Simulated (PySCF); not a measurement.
trans-[RuO2Cl4]2- (charge -2 and triplet state).
Bonds: Ru1–O2, Ru1–O3, Ru1–Cl4, Ru1–Cl5, Ru1–Cl6, Ru1–Cl7.

Computed, not measured: PBE0-D3(BJ)/def2-SVP geometry optimisation, gas phase, def2 core potentials past Kr in PySCF.

Task: What internal coordinates does the optimisation give?

Result: 
```
            bond  length (pm)
  Ru1–O2, Ru1–O3        167.8
Ru1–Cl4, Ru1–Cl6        260.9
Ru1–Cl5, Ru1–Cl7        252.6
```

Bonds in one row agree within 1 pm and their mean is given. A selection of angles:
```
      angle  degrees
  O2–Ru1–O3    156.5
 O2–Ru1–Cl4     82.7
 O2–Ru1–Cl5     98.6
 O3–Ru1–Cl7     98.5
Cl4–Ru1–Cl5    169.2
Cl4–Ru1–Cl6    104.7
Cl4–Ru1–Cl7     86.2
Cl5–Ru1–Cl7     83.1
```

The 4 Cl–Ru bonds span 2.525 Å (Ru1–Cl5) to 2.613 Å (Ru1–Cl6), a spread of 0.088 Å. Ru1 (ruthenium bonded to 4 Cl and 2 O) is distorted octahedral (the three widest angles are 169.2°, 169.1° and 156.5°, the others run from 82.7° to 104.7°).

Point group: C2v (tolerance 0.08 Å). Whether it is a minimum is left open (no frequencies). ⟨S²⟩ = 2.021 (exact for a triplet: 2.00). Whether so highly charged an anion holds all its electrons in the gas phase wasn't checked; a finite basis holds them in any case. No counter-ion or solvent screens the charge of this multiply charged ion. The geometry's basis has no diffuse functions, a weakness for an anion.

Time: 4.8 min of wall time. Hardware: one thread, Arm Neoverse V1 (shared host). These figures are those of the optimisation.

Caution for open-shell metal species: one SCF solution and one stationary point were followed, and a lower state or a bent or distorted shape isn't ruled out.
